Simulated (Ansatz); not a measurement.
Born–Oppenheimer molecular dynamics of BClF₂H₂ (6 atoms, charge 0, multiplicity 1). It starts at the highest image of a converged band. Of that band: Neighbouring images differ by up to 1.9 eV, so the band resolves the path poorly. A vibrational analysis at the climbing image gives one clearly imaginary mode, 1254i cm⁻¹: a first-order saddle point.

All numbers below come from RKS B3LYP/6-31G* in Ansatz.

```json
{
  "ensemble": "NVE (velocity Verlet)",
  "time step": "0.5 fs",
  "steps asked": "200",
  "starting velocities drawn for": "100 K",
  "seed": "9687"
}
```

First frame:

```xyz
6
Properties=species:S:1:pos:R:3
B 0.088 -0.253 0.013
F 0.155 -0.011 1.607
Cl 1.563 0.332 -0.791
F -1.108 0.112 -0.432
H 0.157 -1.547 0.247
H 0.172 -1.098 1.221
```

Problem. How far do the bonds stretch over the last three quarters of this one trajectory? (Pairs bonded in most of those frames.)

Solution. 
```json
{"bond": "B1–F2", "mean (Å)": "1.342", "spread (Å)": "0.079", "shortest": "1.21", "longest": "1.48"}
{"bond": "B1–Cl3", "mean (Å)": "1.772", "spread (Å)": "0.048", "shortest": "1.69", "longest": "1.87"}
{"bond": "B1–F4", "mean (Å)": "1.332", "spread (Å)": "0.058", "shortest": "1.22", "longest": "1.45"}
{"bond": "H5–H6", "mean (Å)": "0.747", "spread (Å)": "0.024", "shortest": "0.71", "longest": "0.78"}
```

Mean temperature of the second half: 3627 K. The conserved energy stayed within 0.32 meV per atom of its start (net change 0.053 meV per atom), so the integration is sound. The system heated up, since it started high on the potential surface and ran downhill. A run of 0.1 ps of so small a system gives no equilibrium averages. The orbitals stay closed-shell, which can raise the energy where a bond breaks towards radicals; this wasn't checked here.

Run time: 5.2 min on 1 thread of AMD EPYC 7R43 64-Core Processor (Zen 3), on a shared host, peak memory 0.13 GiB.
